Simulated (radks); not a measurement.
Problem. These are the eigenvalues of the occupied orbitals of an atom or ion with whole-number occupations (eV). All-electron calculation, non-relativistic Kohn-Sham, PBE, spin-unpolarised, spherical densities, point nucleus. Program: a radial shooting solver on a logarithmic mesh with Libxc functionals.

| orbital | eigenvalue |
|---|---|
| 1s | -15642.69 |
| 2s | -2114.403 |
| 2p | -1929.094 |
| 3s | -351.3393 |
| 3p | -283.5055 |
| 3d | -160.7526 |
| 4s | -67.3925 |
| 4p | -50.0391 |

Which element is it, and in what charge state? The configuration may be excited.

Solution. Z = 38, strontium, charge +3: Sr3+ in [Ar] 3d10 4s2 4p5. The list shows which subshells hold electrons but not how many an open one holds; the 1s level, -574.86 hartree, gives Z - s = 33.9 by -(Z - s)^2/2, which with screening narrows Z to a few neighbours, and the depths of the outer levels then fix element, charge and occupations together.
